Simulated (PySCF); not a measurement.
CH10O2Si3, SMILES O[Si](CO)([SiH3])[SiH3].

Coordinates come from a PBE0-D3(BJ)/def2-SVP optimisation. The structure was generated by enumeration, and PubChem lists no compound with its InChIKey, so it may never have been made. One conformer was computed; it need not be the lowest.

Level of theory: HF/def2-TZVP (PySCF).

Gas-phase values at a fixed geometry.

Computed frontier levels, gap, dipole moment:
```yaml
highest_occupied_level: -10.12 eV
lowest_empty_level: 2.33 eV
orbital_gap: 12.45 eV
dipole_moment: 2.07 D
quadrupole, principal values (traceless, Buckingham form, about the centre of nuclear charge): -9.88, -0.93, 10.81 D·Å
```
